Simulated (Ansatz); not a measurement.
`FCC(F)(F)CCC1(F)CC(F)(F)CO1` with charge -1. Total charge -1; doublet. Geometry PBE0-D4/def2-SVP, that of the neutral singlet; atoms count from 1.

```xyz
25

F     0.0878   -1.2110   -3.3196
C    -1.0633   -0.4777   -3.2866
C    -1.8944   -0.8620   -2.0758
F    -2.4866   -2.0592   -2.3116
F    -2.8947    0.0607   -1.9936
C    -1.1489   -0.9467   -0.7676
C    -0.4815    0.3553   -0.3606
C     0.1151    0.2790    1.0242
F    -0.9015   -0.0083    1.9257
C     0.8362    1.5259    1.5310
C     1.9662    0.9590    2.3823
F     1.8900    1.3365    3.6764
F     3.1712    1.3796    1.9255
C     1.8270   -0.5583    2.2395
O     1.0465   -0.7427    1.0812
H    -1.6581   -0.6709   -4.1940
H    -0.8163    0.5944   -3.2364
H    -0.4007   -1.7460   -0.8569
H    -1.8805   -1.2566   -0.0071
H    -1.2093    1.1817   -0.3704
H     0.3334    0.6080   -1.0566
H     1.2653    2.0948    0.6965
H     0.1723    2.1708    2.1181
H     2.7997   -1.0466    2.1017
H     1.3251   -0.9595    3.1346
```

The highest occupied level of the charge -1 doublet lies above zero (up to 4.15 eV). By energy differences it is unbound by 2.73 eV (vertical, against the charge 0 singlet, at PBE0-D4/def2-SVP) and held by the finite basis.

(1) Estimate the Mulliken populations from the PBE0/def2-SVP orbitals of Ansatz.

(2) Where does the spin sit?

(3) And the Mayer bond orders between heavy atoms (over 0.3)?

## Answers

(1) 
```
atom  charge (e)  spin (α − β)
  F1       -0.27          0.00
  C2        0.37         -0.05
  C3        0.25          0.03
  F4       -0.24          0.00
  F5       -0.25          0.00
  C6       -0.03          0.00
  C7        0.22         -0.13
  C8        0.07          0.03
  F9       -0.28          0.00
 C10        0.31         -0.07
 C11        0.12          0.03
 F12       -0.24          0.00
 F13       -0.24          0.01
 C14        0.33          0.00
 O15       -0.38          0.00
 H16       -0.05          0.05
 H17       -0.13          0.20
 H18        0.04          0.01
 H19        0.02          0.00
 H20       -0.08          0.11
 H21       -0.26          0.35
 H22       -0.21          0.29
 H23       -0.02          0.04
 H24       -0.05          0.08
 H25       -0.01          0.02
```
Mulliken values depend strongly on the basis.

(2) Summed by element: F 0.01, C -0.16, O 0.00, H 1.15, of 1 unpaired in all. Largest on single atoms: H21 0.35, H22 0.29, H17 0.20.

(3) F1–C2 0.97 (1.37 Å); C2–C3 1.00 (1.52 Å); C3–F4 1.03 (1.36 Å); C3–F5 1.02 (1.36 Å); C3–C6 1.03 (1.51 Å); C6–C7 1.04 (1.52 Å); C7–C8 1.03 (1.51 Å); C8–F9 0.94 (1.39 Å); C8–C10 1.05 (1.53 Å); C8–O15 1.06 (1.38 Å); C10–C11 1.02 (1.52 Å); C11–F12 1.03 (1.35 Å); C11–F13 1.03 (1.36 Å); C11–C14 1.02 (1.53 Å); C14–O15 0.96 (1.41 Å).
